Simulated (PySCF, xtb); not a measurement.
B(Br)2(OH) (BBr₂HO), SMILES OB(Br)Br. The values are those of a single conformer.

Harmonic wavenumbers (cm⁻¹) from GFN2-xTB in xtb at its own minimum, in rising order: 156, 277, 393, 409, 589, 683, 925, 1289, 3582.

Q: What does PBE-D3(BJ)/def2-SVP (PySCF) give at its own minimum? (The exact figures need the calculation; the answer reports its results.)

A: 164, 294, 421, 441, 559, 751, 1053, 1345, 3712. Paired by order, the mean absolute difference is 55 cm⁻¹ and the zero-point energies are 11.9 and 12.5 kcal/mol.
